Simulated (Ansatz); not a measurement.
`OB(F)O[SiH3]`, relaxed with RKS PBE0-D4/def2-TZVP in the Gaussian-basis code of Ansatz from a GFN2-xTB geometry. The force threshold is 0.005 eV/Å; the program also tests the step.

The species carries charge 0 and has multiplicity 1.

Start:

```xyz
9

O     0.419    1.880    0.104
B     1.033    0.693   -0.030
F     2.377    0.680   -0.121
O     0.400   -0.461   -0.080
Si   -1.044   -1.203   -0.011
H     0.995    2.645    0.124
H    -1.408   -1.297    1.403
H    -0.731   -2.491   -0.623
H    -2.042   -0.444   -0.765
```

Q: How much energy does the relaxation release, and in how many steps? (Best estimate.)

A: Ansatz gave: 11.14 kJ/mol, in 16 steps, 2 of them rejected.

Q: Which bonds change most? (An estimate is asked.)

A: Computed: B2–O4 from 1.317 to 1.348 Å; O4–Si5 from 1.626 to 1.655 Å; Si5–H9 from 1.463 to 1.484 Å; Si5–H7 from 1.463 to 1.484 Å.

Q: Give the relaxed structure. (Best estimate.)

A: Ansatz gave: 
```xyz
9

O     0.326    1.706    0.307
B     1.096    0.656   -0.084
F     2.399    0.834   -0.315
O     0.569   -0.573   -0.245
Si   -0.970   -1.149   -0.051
H     0.814    2.528    0.386
H    -1.414   -0.961    1.352
H    -0.921   -2.592   -0.379
H    -1.898   -0.449   -0.972
```
